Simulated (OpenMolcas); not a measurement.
## Sm3+: effect of the ligand basis

Sm3+ with 8 ligands (fluoride) in cubic eightfold coordination (Oh) at 2.39 Å. A charge of +0.625 e stands 2.6 Å behind each ligand.

* Program: OpenMolcas
* Method: CASSCF
* Spin-orbit coupling: state interaction with AMFI integrals over the reference wave functions

Fixed: metal basis ANO-RCC-VTZP, active space 5 electrons in 7 orbitals (4f), DKH2 Hamiltonian.

States (labels of O, the rotations of Oh). Energies in cm-1 above the lowest state or level, χT in cm3 K/mol; under a threefold ground state the first gap can be a small split of the lowest multiplet, not the spin-orbit step.

```
Run  Ligand basis  Ground state  First state of that spin  First gap with spin-orbit (degeneracies)  Width of lowest J  χT at 300 K                    Cost
  A  ANO-RCC-VDZP           6T2                 6T1 271.5                               98.4 (4, 2)                 98        0.308  roughly 3 core-minutes
  B  ANO-RCC-VTZP           6T2                 6T1 267.9                               97.9 (4, 2)                 98        0.308  roughly 6 core-minutes
```

Against A, the width of the lowest J multiplet changes by 0 % in B.

Costs are those of the RASSCF and RASSI steps.

High states are left out of the spin-orbit mixing, which shifts the levels that they would mix with. Without dynamic correlation the ligand-field splitting of an f shell can come out too small, at times by half. A group larger than the point group allows holds several states that coincide in this model. No measured value stands beside these numbers; the geometry was imposed, not optimised, and the real ion may take another.
